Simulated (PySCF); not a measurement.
C4H7BO, SMILES COB(C)C#C. Atoms are numbered in the order given.

```xyz
13

B      0.2012    -0.0838     0.0000
C     -0.2622    -1.5582     0.0000
C     -0.5726    -2.7351     0.0000
H     -0.8593    -3.7714     0.0000
C      1.7461     0.2243     0.0000
H      2.0297     1.2858     0.0000
H      2.2089    -0.2575    -0.8775
H      2.2089    -0.2575     0.8775
O     -0.7922     0.8325     0.0000
C     -0.6431     2.2246     0.0000
H     -1.1380     2.6411    -0.8911
H     -1.1380     2.6411     0.8911
H      0.4104     2.5438     0.0000
```
Charge 0, spin multiplicity 1.

Coordinates come from a PBE0-D3(BJ)/def2-SVP optimisation. This is a generated structure with no PubChem entry under its InChIKey; it may be hypothetical. The values are those of a single conformer.

These are PySCF with TDA-PBE/def2-SVPD values and carry that method's errors.

Vertical excitations. The molecule is in vacuum. State labels are in the subgroup Cs.

Computed UV-visible absorptions:
| state | symmetry | energy (eV) | λ (nm) | f | main pairs |
|---|---|---|---|---|---|
| S1 | A" | 4.99 | 249 | 0.000 | HOMO→LUMO 100 % |
| S2 | A" | 5.66 | 219 | 0.000 | HOMO−2→LUMO 100 % |
| S3 | A' | 5.84 | 212 | 0.119 | HOMO−1→LUMO 75 %, HOMO→LUMO+2 23 % |
| S4 | A' | 6.48 | 191 | 0.015 | HOMO→LUMO+1 100 % |
| S5 | A" | 6.63 | 187 | 0.015 | HOMO−1→LUMO+1 100 % |
| S6 | A" | 6.73 | 184 | 0.001 | HOMO−1→LUMO+2 99 % |
| S7 | A' | 6.79 | 183 | 0.154 | HOMO−3→LUMO 88 % |
| S8 | A' | 7.10 | 175 | 0.001 | HOMO−2→LUMO+1 99 % |
| S9 | A' | 7.15 | 173 | 0.030 | HOMO−2→LUMO+2 79 % |
| S10 | A' | 7.30 | 170 | 0.061 | HOMO→LUMO+3 78 %, HOMO−2→LUMO+2 13 % |
| T1 | A' | 4.43 | 280 | 0 | HOMO−1→LUMO 94 % |
| T2 | A" | 4.64 | 267 | 0 | HOMO→LUMO 96 % |
| T3 | A" | 5.34 | 232 | 0 | HOMO−2→LUMO 99 % |
| T4 | A' | 5.52 | 224 | 0 | HOMO→LUMO+2 83 % |
Triplets are in the Tamm–Dancoff approximation.
